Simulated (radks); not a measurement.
Radial electron density D(r) = 4 pi r^2 rho(r) of an atom or ion with 45 electrons. Calculated with a radial shooting solver on a logarithmic mesh with Libxc functionals: scalar-relativistic Kohn-Sham, r2SCAN, spin-polarised, spherical densities, finite nucleus; meta-GGA in the generalised Kohn-Sham scheme; Fermi nuclear charge, rms radius of each element as measured or else 0.836 A^(1/3) + 0.57 fm.

r (bohr),D(r) (e/bohr),spin D(r)
0.004171,12.68,-0.0000827
0.005475,18.77,-0.000122
0.00713,26.51,-0.000171
0.009358,36.09,-0.000231
0.01228,46.16,-0.000294
0.01599,54.37,-0.000349
0.02099,58.63,-0.000390
0.02734,57.29,-0.000400
0.03588,52.42,-0.000265
0.0471,50.50,0.000643
0.06133,57.20,0.00443
0.0805,69.58,0.0171
0.1057,73.51,0.0485
0.1376,62.05,0.104
0.1806,49.36,0.173
0.2352,52.89,0.200
0.3087,58.82,0.128
0.4051,43.92,0.0104
0.5276,22.21,0.0415
0.6925,15.44,0.350
0.9017,17.34,0.730
1.184,13.87,0.809
1.553,7.307,0.566
2.023,2.979,0.269
2.655,0.9435,0.0808
3.485,0.2168,0.0134
4.538,0.03222,0.000832

What is the nuclear charge?

Answer. Z = 46. The innermost maximum, from 1s, lies near gamma/Z bohr with gamma = sqrt(1 - (Z/c)^2) = 0.942, here 0.0205 bohr (found: 0.0224), and its height grows with Z. The density is that of the palladium ion Pd+ in [Kr] 4d9; the configuration itself is not fixed sharply by these data, and Z only to a few units. D(r) has 4 maxima, at r = 0.0224, 0.0991, 0.299, 0.909 bohr, and minima at 0.0445, 0.194, 0.676 bohr, inside which lie 2.02, 11.15, 29.01 electrons.
